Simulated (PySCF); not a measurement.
Species: C₆H₉O₂ (doublet state).
Cartesian coordinates in Å at the GFN2-xTB level; atoms count from 1:
```
atom  x, y, z in Å
C1     3.045   -0.149    0.199
C2     1.778    0.015   -0.602
O3     1.736    0.256   -1.780
O4     0.704   -0.162    0.169
C5    -0.594   -0.079   -0.440
C6    -1.565   -1.095    0.020
C7    -2.546   -0.088    0.498
C8    -1.523    1.009    0.144
H9     3.457   -1.135   -0.007
H10    2.835   -0.061    1.260
H11    3.771    0.596   -0.115
H12   -0.434   -0.009   -1.526
H13   -1.439   -2.134    0.246
H14   -2.819   -0.161    1.555
H15   -3.474   -0.039   -0.078
H16   -1.854    1.761   -0.567
H17   -1.085    1.490    1.014
```

The hyperfine couplings belong to this conformer and change with its torsions.

The species is `CC(=O)O[C@H]1[CH]CC1` [radical].

Method: PySCF, UKS B3LYP, pcH-1 on C H O, non-relativistic, mean-field spin-orbit, GIAO. Geometry: GFN2-xTB, one conformer, isolated molecule. Couplings are sensitive to structure, and on GFN2-xTB geometries they can be far from those on DFT ones. The SCF solution wasn't tested for stability.

Principal values of hyperfine tensors in MHz (contact and dipolar terms together), for some of the nuclei:

```json
{"atom": "H15", "isotope": "1H", "A1": "111.36", "A2": "111.99", "A3": "125.79"}
{"atom": "C6", "isotope": "13C", "A1": "26.31", "A2": "27.37", "A3": "263.61"}
{"atom": "H12", "isotope": "1H", "A1": "99.09", "A2": "103.17", "A3": "114.07"}
{"atom": "H13", "isotope": "1H", "A1": "-98.52", "A2": "-61.95", "A3": "-22.63"}
{"atom": "C7", "isotope": "13C", "A1": "-33.79", "A2": "-30.50", "A3": "-27.45"}
{"atom": "O4", "isotope": "17O", "A1": "-41.18", "A2": "-25.35", "A3": "-24.68"}
{"atom": "C5", "isotope": "13C", "A1": "-23.86", "A2": "-22.58", "A3": "-17.29"}
{"atom": "C8", "isotope": "13C", "A1": "17.76", "A2": "18.20", "A3": "23.60"}
```

(1) Split each tensor into its isotropic and traceless parts, and turn a_iso into mT with g = 2.0025.

(2) What spin density at the nucleus of C6 lies behind its contact coupling (g_N = 1.40482)?

(3) H14 (1H, g_N = 5.58569) isn't in the table. Its spin density at the nucleus is 0.02506 bohr⁻³. What is its contact coupling?

(4) Name the largest traceless tensor T of the table and describe it.

(5) In a single crystal, with the field along each principal axis of the tensor of H12 in turn, what first-order splitting does this nucleus give (isotropic g, quadrupole terms neglected)?

## Answers

(1) a_iso = (A1 + A2 + A3)/3, Ti = Ai − a_iso; 1 mT corresponds to 28.028 MHz.

```tsv
atom	a_iso (MHz)	a_iso (mT)	T1	T2	T3
H15	116.38	4.152	-5.02	-4.39	9.41
C6	105.77	3.774	-79.46	-78.39	157.85
H12	105.44	3.762	-6.36	-2.27	8.63
H13	-61.03	-2.177	-37.49	-0.92	38.40
C7	-30.58	-1.091	-3.21	0.08	3.13
O4	-30.40	-1.085	-10.78	5.05	5.73
C5	-21.24	-0.758	-2.62	-1.34	3.96
C8	19.85	0.708	-2.09	-1.66	3.74
```

(2) a_FC = (2μ0/3) gₑ μB g_N μN ρ(0)/(2S·h) = 800.24 MHz × g_N × ρ(0)/(2S), with ρ in bohr⁻³. With a_FC = 105.77 MHz and 2S = 1, ρ(0) = 0.09408 bohr⁻³.

(3) By the same relation, a_FC = 112.0 MHz. Its full tensor has the principal values 107.43, 108.88, 119.74 MHz.

(4) C6: -79.5, -78.4, 157.8 MHz, axial, in the ratio −1:−1:+2, the form that spin in one p orbital centred on that nucleus gives.

(5) 2 lines (I = 1/2), spaced by |A_i|/(g × 13.996): 3.54, 3.68, 4.07 mT along the axes of A1, A2 and A3.
